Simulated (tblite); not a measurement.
C5H12O2Si.
Numbering: `[CH2:1]=[CH:2][CH2:3][Si:4]([OH:5])([OH:6])[CH2:7][CH3:8]` (hydrogens: H9, H10 on C1; H11 on C2; H12, H13 on C3; H14 on O5; H15 on O6; H16, H17 on C7; H18, H19, H20 on C8)

Structure optimised with GFN2-xTB, isolated species.

Question: Give the optimised bond lengths and angles.

Answer: 
```tsv
bond	length (pm)
C1=C2	132.2
C2–C3	148.7
C3–Si4	191.1
Si4–O5, Si4–O6	163.6
Si4–C7	190.0
C7–C8	152.5
C1–H9	107.7
C1–H10	107.8
C2–H11	108.1
C3–H12, C3–H13	108.9
O5–H14, O6–H15	95.4
C7–H16, C7–H17	109.0
C8–H18, C8–H19, C8–H20	108.8
```

Bonds in one row agree within 1 pm and their mean is given. A selection of angles:
```tsv
angle	degrees
C1–C2–C3	124.7
C2–C3–Si4	109.5
C3–Si4–O5	111.3
C3–Si4–O6	103.2
C3–Si4–C7	114.5
O5–Si4–O6	111.7
O5–Si4–C7	104.0
O6–Si4–C7	112.4
Si4–C7–C8	113.3
H14–O5–Si4	120.1
H15–O6–Si4	120.7
```

Torsions: C1–C2–C3–Si4 -99° (anticlinal); C2–C3–Si4–O5 54° (synclinal); C3–Si4–C7–C8 58° (synclinal); H14–O5–Si4–C3 -36° (synclinal); H15–O6–Si4–C3 176° (antiperiplanar). The mirror-image conformer, all signs reversed, is as good.

Of the pairs four or more bonds apart, C2···H14 is among the closest relative to their van der Waals radii: 2.98 Å, 103 % of the sum of Bondi's values. Si4 (oxygen-bound silicon) is distorted tetrahedral (angles from 103.2° to 114.5°). The 3 C–C bonds span 1.322 Å (C1=C2, drawn double) to 1.525 Å (C7–C8, drawn single), a spread of 0.203 Å.

Point group: C1 (no symmetry element, even within 0.4 Å). Its GFN2-xTB frequencies are all real (lowest 32 cm⁻¹). One conformer, not necessarily the lowest (C1–C2–C3–Si4 -99°, C2–C3–Si4–O5 54°, C3–Si4–O5–H -36°, C3–Si4–O6–H 176°, C3–Si4–C7–C8 58°).

All values are computed, not measured.
